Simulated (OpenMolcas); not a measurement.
**OpenMolcas input wanted**

SiF4: 5 atoms, total charge 0, spin state singlet. SMILES: `F[Si](F)(F)F`. The coordinates come from a GFN2-xTB relaxation.

```xyz
5

F     0.1418   -0.7926    1.3429
Si    0.0003    0.0001   -0.0001
F    -1.0501    1.1466    0.1845
F    -0.4770   -0.9702   -1.1332
F     1.3850    0.6161   -0.3940
```

Settings wanted:

```yaml
method: HF
reference: RHF
relativity: sfX2C
symmetry: none
basis_set: ANO-R0
task: energy
nucleus: finite
```

Problem. Give an OpenMolcas 26.06 job that does this.

Solution. This one ran through:

step1.input:
```
* F4Si Hartree-Fock
>>> EXPORT MOLCAS_PRINT=2
&gateway
coord
5
angstrom
F        0.141800      -0.792560       1.342900
Si       0.000300       0.000060      -0.000130
F       -1.050140       1.146600       0.184510
F       -0.477000      -0.970190      -1.133240
F        1.385040       0.616080      -0.394040
basis=ANO-R0
group=NoSym
&seward
&scf
prorbitals=1 1
```

```bash
$ export MOLCAS_MEM=1860
$ pymolcas step1.input > step1.log
```

Calculated total energy: -687.23282 Eh.
